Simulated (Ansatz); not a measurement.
The cluster Li₈S₄, relaxed as a singlet with RKS PBE0-D4/def2-SVP in Ansatz, starting from the GFN1-xTB geometry. Force threshold 0.02 eV/Å.

The structure comes from a short search, and lower isomers may exist.

Start:

```xyz
12

Li    0.599    0.022   -2.335
Li    1.569    0.338    1.682
Li    2.275   -1.744    0.426
Li    0.704    1.865   -0.218
Li   -0.576   -0.390    2.807
Li   -2.041    1.272   -0.105
Li   -2.943   -0.198   -3.396
Li   -0.253   -0.841    0.163
S     2.050    0.153   -0.754
S    -1.611   -0.059   -1.877
S    -0.643    1.443    1.516
S     0.871   -1.859    2.091
```

Q: Estimate the energy that the relaxation releases and the steps that it takes.

A: 25.9 kcal/mol, in 22 steps; 2 min on 4 threads of Intel Xeon Platinum 8259CL on a shared host. No frequencies were taken in this run, so the end may be a saddle point.

Q: Does the start keep its bonding and symmetry?

A: Bonds formed: Li7–S12 (atoms count from 1). Metal–metal contacts that move far: Li7–Li8 4.51 to 2.45 Å, Li1–Li4 2.81 to 3.31 Å, Li4–Li6 2.81 to 3.31 Å. Point group Cs at the start, C3v at the end, both within 0.05 Å; within 0.015 Å the end is Cs.

Q: Predict the relaxed structure.

A: 
```xyz
12

Li    0.664    0.461   -2.441
Li    1.288   -0.142    1.613
Li    1.692   -1.899   -0.344
Li    1.305    2.182    0.318
Li   -1.293   -0.479    2.164
Li   -1.919    1.690   -0.271
Li   -1.590   -1.830   -0.856
Li   -0.128    0.013   -0.160
S     2.201    0.314   -0.667
S    -1.557    0.180   -1.956
S    -0.502    1.600    1.604
S    -0.159   -2.091    0.994
```
Bond lengths (bridged metal pairs left out): 19 × Li–S 2.29 to 2.51 Å.
